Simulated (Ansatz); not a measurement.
C6H17N2Si (SMILES [CH2]N(C)[Si](C)(C)N(C)C), doublet, geometry from GFN2-xTB; R2SCAN/3-21G (Ansatz, a quantum-chemistry and plane-wave program).

Here is a job for Ansatz.
Ansatz 0.2 input:
```yaml
crystal:
  periodic: [false, false, false]
  atoms:
    - {symbol: C, position_ang: [1.99887438, -0.61218076, 1.37139300]}
    - {symbol: N, position_ang: [1.48294444, -0.38219226, 0.11488031]}
    - {symbol: C, position_ang: [2.04995965, -1.19998637, -0.92944207]}
    - {symbol: Si, position_ang: [0.02714990, 0.54394975, -0.15100651]}
    - {symbol: C, position_ang: [0.04820866, 2.01963820, 1.06406001]}
    - {symbol: C, position_ang: [0.01045961, 1.17919464, -1.94258698]}
    - {symbol: N, position_ang: [-1.33611801, -0.51418323, 0.04241076]}
    - {symbol: C, position_ang: [-1.38637030, -1.45533507, 1.13798841]}
    - {symbol: C, position_ang: [-2.65189915, -0.18620246, -0.45382524]}
    - {symbol: H, position_ang: [2.95664962, -1.09163137, 1.44211142]}
    - {symbol: H, position_ang: [1.66774144, 0.02183304, 2.16694541]}
    - {symbol: H, position_ang: [3.14005493, -1.12252022, -0.91465306]}
    - {symbol: H, position_ang: [1.68482833, -0.87041363, -1.89690331]}
    - {symbol: H, position_ang: [1.78155481, -2.25226099, -0.79518138]}
    - {symbol: H, position_ang: [-0.16149612, 1.69578935, 2.07906960]}
    - {symbol: H, position_ang: [-0.71320111, 2.74656154, 0.79638251]}
    - {symbol: H, position_ang: [1.00376421, 2.53414806, 1.07383447]}
    - {symbol: H, position_ang: [0.98981603, 1.53612881, -2.24233483]}
    - {symbol: H, position_ang: [-0.67693505, 2.01192047, -2.04285046]}
    - {symbol: H, position_ang: [-0.29889907, 0.41359588, -2.64592100]}
    - {symbol: H, position_ang: [-1.95552556, -1.05887956, 1.98759555]}
    - {symbol: H, position_ang: [-1.86722027, -2.38135009, 0.80943512]}
    - {symbol: H, position_ang: [-0.37680172, -1.67954212, 1.47205105]}
    - {symbol: H, position_ang: [-2.56622130, 0.48791792, -1.30014908]}
    - {symbol: H, position_ang: [-3.16320212, -1.09726262, -0.77777079]}
    - {symbol: H, position_ang: [-3.26818774, 0.29452810, 0.31586946]}
basis:
  gaussian:
    orbitals: 3-21G.json
hamiltonian:
  xc: r2scan
magnetization: {spin_polarized: true, initial_magnetization: 1}
scf: {lower_state_search: full}
```
The basis file holds 3-21G in the JSON format of the Basis Set Exchange.

The log (banner, timings and long lists left out):

```
Functional definition: r2SCAN
1745 factors; their error is unknown
mean field evaluation 1: about -17243.1649 eV, gradient 5.6e1 eV
mean field evaluation 2: about -17236.4257 eV, gradient 6.5e1 eV
mean field evaluation 4: about -17257.2709 eV, gradient 2.5e0 eV
mean field evaluation 8: about -17257.3114 eV, gradient 2.3e-1 eV
mean field evaluation 16: about -17257.1027 eV, gradient 5.4e-4 eV
mean field evaluation 32: about -17257.2706 eV, gradient 2.5e0 eV
mean field evaluation 64: about -17257.1027 eV, gradient 5.0e-2 eV
a density is far from that of the atoms, so the factors are made again for it
1626 factors; integrals over basis functions are off by at most 7.2e-5 eV
mean field evaluation 96: about -17257.2241 eV, gradient 2.1e-1 eV
mean field -17257.09938598 eV, -634.1867051528 hartree, gradient 2.1e-5 eV, S^2 0.753539; 0 other end points of the search recorded, 0 dependent functions left out
reference -17257.09939532 eV, -634.1867054960 hartree; 41, 40 occupied and 78, 79 virtual orbitals, 1626 factors
Total energy: -17257.09939532 eV, -634.1867054960 hartree
```
